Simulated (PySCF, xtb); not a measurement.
Si(CCH)(Cl)2(H) (C₂H₂Cl₂Si), SMILES C#C[SiH](Cl)Cl.

xtb 6.7.1 with GFN2-xTB at its own geometry gives an orbital gap of 5.29 eV and a dipole moment of 1.76 D.

Geometry: B3LYP-D3(BJ)/def2-SVP.

Task: What does PBE/def2-TZVP in PySCF give? (An estimate is asked for; the answer gives what the named calculation found.)

Result: gap 5.61 eV (levels -7.51 and -1.90 eV), dipole 1.81 D.
